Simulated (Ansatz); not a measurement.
Correlation energies of `C=CCC1BC1` by basis set

| atom | x (Å) | y (Å) | z (Å) |
| --- | --- | --- | --- |
| C1 | 1.000 | -2.077 | -0.299 |
| C2 | 0.096 | -1.169 | -0.642 |
| C3 | -0.917 | -0.581 | 0.288 |
| C4 | -0.641 | 0.872 | 0.637 |
| B5 | 0.776 | 1.443 | 0.681 |
| C6 | -0.178 | 1.894 | -0.420 |
| H7 | 1.047 | -2.473 | 0.711 |
| H8 | 1.720 | -2.460 | -1.013 |
| H9 | 0.085 | -0.805 | -1.668 |
| H10 | -1.912 | -0.664 | -0.167 |
| H11 | -0.935 | -1.167 | 1.212 |
| H12 | -1.361 | 1.285 | 1.342 |
| H13 | 1.859 | 1.468 | 1.161 |
| H14 | 0.005 | 1.563 | -1.439 |
| H15 | -0.645 | 2.874 | -0.384 |

Total charge 0; spin multiplicity 1. All single points use the PBE0-D4/def2-TZVP geometry. It is one conformer, not always the lowest. Frozen core, restricted reference, the Gaussian-basis code of Ansatz. CBS rows extrapolate triple and quadruple zeta; past MP2 they add the triple-zeta difference.

```csv
basis,HF (Eh),MP2 corr.
def2-TZVPP,-219.25469,-0.92489
def2-QZVPP,-219.26458,-0.98305
```

(1) Estimate the CCSD correlation energy and the (T) correction in each basis where they were run (hartree).

## Answers

(1) 
```csv
basis,CCSD corr.,(T)
def2-TZVPP,-0.97870,-0.04316
CBS(def2),-1.07993,as TZ
```
